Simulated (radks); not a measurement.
Question: Ti3+, 19 electrons, occupied as [Ar] 3d0.5 4d0.5 (fractional occupations, a model configuration). All-electron calculation, non-relativistic Kohn-Sham, LDA (Slater exchange, Perdew-Wang correlation), spin-polarised, spherical densities, point nucleus; open shells are filled with parallel spins first. Program: a radial shooting solver on a logarithmic mesh with Libxc functionals. Some entries of the table are withheld. Estimate them.

orbital,occ.,eigenvalue (eV),<r^2> (bohr^2)
1s down,1,-4863.199,0.006634
1s up,1,-4863.197,0.006634
2s up,1,-569.7985,0.1276
2s down,1,-569.5403,0.1275
2p up,3,-483.3539,0.1047
2p down,3,-483.1538,0.1046
3s up,1,(1),1.133
3s down,1,(2),1.134
3p up,3,-75.9721,1.279
3p down,3,-75.3656,1.280
3d up,0.5,-39.8874,1.783
3d down,0,-39.2714,1.780
4d up,0.5,-15.6080,15.70
4d down,0,-14.8025,16.26

Answer: 
(1) 3s up eigenvalue (eV): -99.1849
(2) 3s down eigenvalue (eV): -98.5691
